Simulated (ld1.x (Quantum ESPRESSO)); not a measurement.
# Configuration tests for silicon (TM)

Si (Z = 14), norm-conserving Troullier–Martins (Kleinman–Bylander form), made with ld1.x (Quantum ESPRESSO) 7.5 (PBEsol, scalar-relativistic). Core [Ne], reference 3s2 3p2. Waves: 3s (bound): rc 2.00 bohr; 3p (bound): rc 2.15 bohr. Local part: the p channel. Core correction: a·sin(br)/r model core inside 1.95 bohr.

Energies are relative to the spin-unpolarised reference configuration 3s2 3p2; without spin polarisation the order of configurations can differ from experiment.

```tsv
valence configuration	charge	ΔE all-electron (eV)	error AE − PS (meV)
3s2 3p1	+1	7.713	+1.0
3s2 3p0	+2	23.676	+9.7
3s0 3p4	0	13.736	+3.1
3s2 3p1.5	+0.5	2.909	+0.1
3s2 3p2.3	-0.3	-0.923	+0.1
```

(1) What are ΔE and the potential's error for 3s1 3p2?

(2) What are ΔE and the potential's error for 3s1 3p0?

Results:

(1) ΔE = 15.122 eV all-electron; the error (AE − PS) is +2.6 meV.

(2) ΔE = 57.575 eV all-electron; the error (AE − PS) is +48 meV.
